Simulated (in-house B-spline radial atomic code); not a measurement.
Orbital energies and mean radii along the 38-electron series, configuration [Kr] 4d2. The effective charge is n√(-2ε), a non-relativistic measure. Computed with a B-spline radial code for spherical atoms: Dirac-Hartree-Fock, average of the configuration, finite nuclei.

| ion | Z | energy of 4d3/2 (Eh) | mean radius of 4d3/2 (bohr) | energy of 3d3/2 (Eh) | mean radius of 3d3/2 (bohr) | energy of 3d5/2 (Eh) | mean radius of 3d5/2 (bohr) | effective charge of 4d3/2 |
| --- | --- | --- | --- | --- | --- | --- | --- | --- |
| Zr2+ | 40 | -0.8132 | 1.9981 | -7.9823 | 0.44904 | -7.8871 | 0.45248 | 5.1012 |
| Nb3+ | 41 | ? | ? | ? | ? | ? | ? | ? |
| Mo4+ | 42 | ? | ? | ? | ? | ? | ? | ? |
| Tc5+ | 43 | -2.6406 | 1.3741 | -12.804 | 0.39551 | -12.661 | 0.39888 | 9.1924 |
| Ru6+ | 44 | -3.4038 | 1.2627 | -14.669 | 0.38045 | -14.506 | 0.38382 | 10.437 |
| Rh7+ | 45 | -4.2391 | 1.1716 | -16.656 | 0.36651 | -16.471 | 0.36987 | 11.647 |

(1) Fill in the row of Nb3+.

(2) Fill in the row of Mo4+.

(3) How does the screening of 4d3/2 change?

Answers

(1) energy of 4d3/2 (Eh): -1.3405; mean radius of 4d3/2 (bohr): 1.7078; energy of 3d3/2 (Eh): -9.4549; mean radius of 3d3/2 (bohr): 0.42961; energy of 3d5/2 (Eh): -9.3451; mean radius of 3d5/2 (bohr): 0.43302; effective charge of 4d3/2: 6.5495.

(2) energy of 4d3/2 (Eh): -1.9517; mean radius of 4d3/2 (bohr): 1.5158; energy of 3d3/2 (Eh): -11.065; mean radius of 3d3/2 (bohr): 0.41184; energy of 3d5/2 (Eh): -10.939; mean radius of 3d5/2 (bohr): 0.41523; effective charge of 4d3/2: 7.9028.

(3) Z less the effective charge goes from 34.90 at Z = 40 to 33.35 at Z = 45.
